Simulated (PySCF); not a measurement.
WF2H4, SMILES [F][WH4][F], multiplicity 1. Atoms are numbered in the order given.

```xyz
7

W      0.0000     0.0000    -0.0826
F      1.8169     0.0000     0.4259
F     -1.8169     0.0000     0.4259
H     -0.8723     0.0000    -1.5239
H      0.0000    -1.4620     0.7456
H      0.0000     1.4620     0.7456
H      0.8723     0.0000    -1.5239
```
Charge 0, spin multiplicity 1.

The structure is a stationary point at PBE0-D3(BJ)/def2-TZVP. A frequency run showed that this geometry is not a minimum. The spin state was assumed, not searched. The structure was generated by enumeration; whether it is a known compound was not checked. The def2 effective core potentials stand for the cores of W; spin–orbit coupling is left out.

Method: PBE/def2-TZVPD (PySCF).

The molecule is in vacuum.

Computed frontier levels, gap, dipole moment and polarisability:
The highest occupied level comes out as -6.79 eV, the lowest empty level is -4.40 eV and the orbital gap is 2.39 eV. The dipole moment is 0.038 e·Å and the quadrupole, principal values (traceless, Buckingham form, about the centre of nuclear charge) comes out as -8.31, 1.99, 6.32 D·Å. The mean static polarisability is 52.2 bohr³ (7.73 Å³) and the polarisability, principal values comes out as 48.4, 51.2, 56.9 bohr³.
